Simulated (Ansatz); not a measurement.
(H2Al-mu-PSiH3)2 (Al₂Si₄P₂H₁₆). Total charge 0; singlet. Geometry PBE0-D4/def2-SVP.

```xyz
24

Al   -1.486    0.795    0.501
H    -2.754   -0.122    0.808
H    -1.475    2.385    0.619
P    -0.462    0.112   -1.610
Si   -1.690   -1.377   -2.752
Si   -0.006    1.840   -2.966
Al    1.506   -0.836   -0.511
H     1.470   -2.426   -0.621
H     2.785    0.063   -0.823
P     0.490   -0.134    1.599
Si    0.011   -1.828    2.990
Si    1.680    1.393    2.732
H    -0.935   -1.845   -3.952
H    -2.973   -0.745   -3.183
H    -1.958   -2.517   -1.829
H    -1.279    2.490   -3.398
H     0.745    1.364   -4.166
H     0.825    2.798   -2.180
H    -0.787   -2.818    2.212
H     1.274   -2.453    3.484
H    -0.780   -1.318    4.148
H     0.878    1.894    3.886
H     2.949    0.783    3.230
H     1.974    2.503    1.782
```

B3LYP takes the VWN-RPA correlation. HSE06 is defined as in plane-wave codes, on full-range PBE exchange.

Problem. Estimate the orbital energies around the gap (eV) in Ansatz with PBE-D4/def2-SVP, PBE-D4/def2-TZVP, B3LYP-D4/6-31G, PBE0-D4/def2-SVP, HSE06-D4/def2-TZVP.

Solution. 
| orbital | PBE-D4/def2-SVP | PBE-D4/def2-TZVP | B3LYP-D4/6-31G | PBE0-D4/def2-SVP | HSE06-D4/def2-TZVP |
| --- | --- | --- | --- | --- | --- |
| HOMO−5 | -7.91 | -7.93 | -8.90 | -9.17 | -8.73 |
| HOMO−4 | -6.98 | -7.04 | -8.10 | -8.26 | -7.89 |
| HOMO−3 | -6.90 | -6.89 | -7.85 | -8.03 | -7.65 |
| HOMO−2 | -6.80 | -6.85 | -7.65 | -7.96 | -7.53 |
| HOMO−1 | -6.78 | -6.79 | -7.49 | -7.87 | -7.45 |
| HOMO | -6.20 | -6.23 | -6.97 | -7.29 | -6.90 |
| LUMO | -1.60 | -1.83 | -0.68 | -0.85 | -1.43 |
| LUMO+1 | -1.33 | -1.52 | -0.62 | -0.56 | -1.10 |
| LUMO+2 | -1.29 | -1.44 | -0.52 | -0.55 | -1.07 |
| LUMO+3 | -0.86 | -1.17 | 0.23 | -0.06 | -0.73 |
| LUMO+4 | -0.83 | -1.14 | 0.27 | -0.03 | -0.69 |
| LUMO+5 | -0.64 | -0.96 | 0.52 | 0.20 | -0.49 |
